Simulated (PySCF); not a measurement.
Which determinant of Cs2 lies lowest?

Unrestricted PBE0; PySCF, scalar-relativistic core potentials, basis sets Cs def2-TZVP with ECP46. Outer shells of the fragments: Cs 6s1; Cs 6s1.

Followed along the bond (rough minima from three points):

```tsv
2Ms+1	unpaired	⟨S²⟩ at the start	R at minimum (Å)	Te (eV)
1	none	0.00	4.76	0.00
3	σ ↑, π ↑	2.00	4.60	0.94
1	σ ↑, π ↓	1.00	4.77	1.18
3	σ ↑↑	2.00	none in the scan	≤ 0.39
```

Solutions found at the starting distance of 4.410 Å, counted from the lowest of them; the search is not exhaustive and high or unbound solutions are not listed, so other states can lie among these:

```tsv
2Ms+1	unpaired	term	E (eV)	⟨S²⟩	⟨Lz²⟩
1	none	¹Σ⁺	0.00	0.00	0.00
3	σ ↑↑	³Σ⁺	0.60	2.00	0.00
3	σ ↑, π ↑	³Π	0.92	2.00	1.01
1	σ ↑, π ↓	mixed	1.18	1.00	1.01
3	σ ↑, δ ↑	³Δ	1.65	2.00	4.00
1	σ ↑, δ ↓	mixed	1.75	1.00	4.00
```

A term symbol is given only where ⟨S²⟩ and ⟨Lz²⟩ are close to those of a pure state; real π, δ and φ orbitals otherwise mix terms, and g/u labels are left off.

Spin–orbit coupling is left out. Counting both spins, an empty level lies below a filled one in some of these solutions, because spin and occupation are held.
